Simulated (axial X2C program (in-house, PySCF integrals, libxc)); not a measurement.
# Photoelectron levels of TlO⁻ by EOM-IP-CCSD

Calculated with an in-house all-electron X2C program for linear molecules (integrals from PySCF): two-component X2C with atomic mean-field Coulomb and Gaunt terms, Gaussian nuclei, basis Tl dyall-acv3z, O dyall-av3z with contracted cores.

R = 1.990 Å (near the PBE0 minimum at charge -1 of the determinant lowest at the starting distance; the state shown can have its own minimum elsewhere).

Hartree–Fock spinors of TlO⁻ (one of each Kramers pair; a window near the gap, which can cut inner shells):

```tsv
ω	occupied	ε (eV)	character
3/2	yes	-15.90	98% Tl d
1/2	yes	-15.63	92% Tl d, 3% O s, 3% O p
1/2	yes	-7.31	47% Tl s, 46% O p, 3% O s
3/2	yes	-4.07	86% O p, 6% Tl p, 4% Tl d
1/2	yes	-3.75	82% O p, 9% Tl p, 4% Tl d
1/2	yes	-2.53	41% O p, 30% Tl p, 23% Tl s
1/2	no	2.59	98% Tl p
3/2	no	2.60	99% Tl p
1/2	no	2.60	99% Tl p
1/2	no	3.94	91% Tl s, 4% Tl p, 3% Tl d
1/2	no	5.02	68% Tl d, 28% Tl p, 4% O p
3/2	no	5.06	72% Tl d, 25% Tl p, 3% O p
```

Vertical detachment energies of TlO⁻ to the states of TlO:

| Ω of TlO | vertical detachment energy (eV) | above lowest (cm⁻¹) | ionised spinor | one-hole weight |
| --- | --- | --- | --- | --- |
| 1/2 | 2.091 | 0 | 49% O pσ, 22% Tl pσ, 14% Tl sσ | 0.92 |
| 3/2 | 2.332 | 1949 | 87% O pπ, 6% Tl pπ | 0.90 |
| 1/2 | 2.383 | 2357 | 71% O pπ, 11% Tl pπ, 7% O pσ | 0.91 |
| 1/2 | 6.824 | 38174 | 58% Tl sσ, 30% O pσ | 0.91 |

(1) How far does the lowest EOM-IP-CCSD energy lie from the Koopmans value −ε of the highest filled spinor?

(2) Take the first Ω = 1/2 and Ω = 3/2 rows of π character: how far apart are they, and which lies lower?

This point took 19 s on 1 thread of Arm Neoverse V2 (shared host).

Reference electrons by ω block (each with its −ω partner): 1/2: 26, 3/2: 13, 5/2: 5, 7/2: 1. 20 electrons of TlO⁻ correlated (inner shells frozen), 82 natural virtual spinors (a truncated set); levels can be off by some tenths of an eV. Roots sought by Ω: (1/2: 4, 3/2: 3, 5/2: 1); the list ends where they run out and leaves out roots under 60 % one-particle weight. The solver can skip a root, and states that need a further excitation, which the method places far too high, are missing though they may lie low or lowest. T1 of the reference 0.030 (Lee–Taylor). Number of frozen shells: Tl 5 s, 4 p, 2 d, 1 f; O 1 s. Large amplitudes in the reference (orbital relaxation or multireference character) lower the reliability.

Results:

(1) 2.091 eV against 2.53 eV, a shift of -0.44 eV: relaxation of the final state lowers the energy and the loss of correlation raises it.

(2) E(3/2) − E(1/2) = 1949 − 2357 = -408 cm⁻¹ at EOM-IP-CCSD: inverted, Ω = 3/2 lower. Splittings at this level can be off by ten to twenty per cent.
